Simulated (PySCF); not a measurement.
Be(Cl)(OMe) (CH3BeClO), SMILES C[O][Be][Cl].

Coordinates come from a ωB97X-D3(BJ)/def2-SVP optimisation. The values are those of a single conformer.

Method: PySCF with TDA-M06-2X/def2-SVPD.

Vertical excitations; the highest root listed may be one member of a degenerate set. The molecule is in vacuum. State labels are in the subgroup Cs.

Problem. Give excitation energies, oscillator strengths and character. (The exact figures need the calculation; the answer reports its results.)

Solution. 
| state | symmetry | energy (eV) | λ (nm) | f | main pairs |
|---|---|---|---|---|---|
| S1 | A' | 7.33 | 169 | 0.003 | HOMO→LUMO (degenerate set) |
| S2 | A" | 7.33 | 169 | 0.003 | HOMO−1→LUMO (degenerate set) |
| S3 | A" | 7.90 | 157 | 0.000 | HOMO−1→LUMO+2 37 %, HOMO→LUMO+1 37 %, HOMO−1→LUMO+6 11 %, HOMO→LUMO+5 11 % |
| S4 | A" | 7.99 | 155 | 0.000 | HOMO−1→LUMO+2, HOMO→LUMO+1, HOMO−1→LUMO+6, HOMO→LUMO+5 (degenerate set) |
| S5 | A' | 7.99 | 155 | 0.000 | HOMO→LUMO+2, HOMO−1→LUMO+1, HOMO→LUMO+6, HOMO−1→LUMO+5 (degenerate set) |
| S6 | A" | 8.15 | 152 | 0.061 | HOMO−3→LUMO, HOMO−1→LUMO+3 (degenerate set) |
| S7 | A' | 8.15 | 152 | 0.061 | HOMO−2→LUMO, HOMO→LUMO+3 (degenerate set) |
| S8 | A" | 8.69 | 143 | 0.000 | HOMO−2→LUMO+1 35 %, HOMO−3→LUMO+2 35 %, HOMO−2→LUMO+5 11 %, HOMO−3→LUMO+6 11 % |
| S9 | A' | 8.71 | 142 | 0.221 | HOMO−1→LUMO+1 47 %, HOMO→LUMO+2 47 % |
| S10 | A' | 8.79 | 141 | 0.061 | HOMO→LUMO+3 61 %, HOMO−2→LUMO 13 %, HOMO→LUMO+4 11 % |
| T1 | A' | 7.14 | 174 | 0 | HOMO→LUMO (degenerate set) |
| T2 | A" | 7.14 | 174 | 0 | HOMO−1→LUMO (degenerate set) |
| T3 | A' | 7.51 | 165 | 0 | HOMO→LUMO+2 29 %, HOMO−1→LUMO+1 29 %, HOMO→LUMO+6 15 %, HOMO−1→LUMO+5 15 % |
| T4 | A" | 7.77 | 160 | 0 | HOMO→LUMO+1 33 %, HOMO−1→LUMO+2 33 %, HOMO→LUMO+5 13 %, HOMO−1→LUMO+6 13 % |
Triplets are in the Tamm–Dancoff approximation.
